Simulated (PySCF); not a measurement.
C₄H₅BrO.
SMILES: `COC1=C[C@H]1Br`

Jobs on this species (11 atoms, 72 electrons) with PySCF (density fitting). Hardware of each: one thread, Arm Neoverse V1 (shared host). Times come from a shared host and carry two figures at best.

Task: Rank these jobs by wall time, shortest first.
A. PBE/def2-SVPD; 10 singlets by full TDDFT, 4 Tamm–Dancoff triplets, polarisability, ΔSCF ions; 184 basis functions
B. PBE0/def2-TZVPD; 10 singlets by full TDDFT, 4 Tamm–Dancoff triplets, polarisability; 290 basis functions
C. PBE0/aug-cc-pVDZ; 10 singlets by full TDDFT, 4 Tamm–Dancoff triplets, polarisability; 196 basis functions

Result: C (35 s), B (63 s), A (2.1 min).

All jobs:

| level and settings | work | basis functions | SCF cycles | wall time |
| --- | --- | --- | --- | --- |
| PBE0/aug-cc-pVDZ | 10 singlets by full TDDFT, 4 Tamm–Dancoff triplets, polarisability | 196 | 12 | 35 s |
| HF/def2-SVPD | 10 singlets by TDHF, 4 Tamm–Dancoff triplets, polarisability, ΔSCF ions | 184 | 11 | 40 s |
| PBE0-D3(BJ)/def2-SVP, grid level 1 | geometry optimisation from a GFN2-xTB start | 127 | 42 | 40 s |
| PBE0/def2-TZVPD | 10 singlets by full TDDFT, 4 Tamm–Dancoff triplets, polarisability | 290 | 12 | 63 s |
| PBE/def2-SVPD | 10 singlets by full TDDFT, 4 Tamm–Dancoff triplets, polarisability, ΔSCF ions | 184 | 13 | 2.1 min |
| BHandHLYP/def2-SVPD | 10 singlets by full TDDFT, 4 Tamm–Dancoff triplets, polarisability, ΔSCF ions | 184 | 12 | 2.3 min |
| LDA/def2-SVPD | 10 singlets by full TDDFT, 4 Tamm–Dancoff triplets, polarisability, ΔSCF ions | 184 | 14 | 2.3 min |
| PBE0/def2-SVPD | 10 singlets by full TDDFT, 4 Tamm–Dancoff triplets, polarisability, ΔSCF ions | 184 | 12 | 2.4 min |
| B3LYP/def2-SVPD | 10 singlets by full TDDFT, 4 Tamm–Dancoff triplets, polarisability, ΔSCF ions | 184 | 12 | 2.8 min |

Task: What do all jobs in the table cost together?

Result: About 15 min; the longest takes about 19 % of that, and about 4.8 times as long as the shortest.
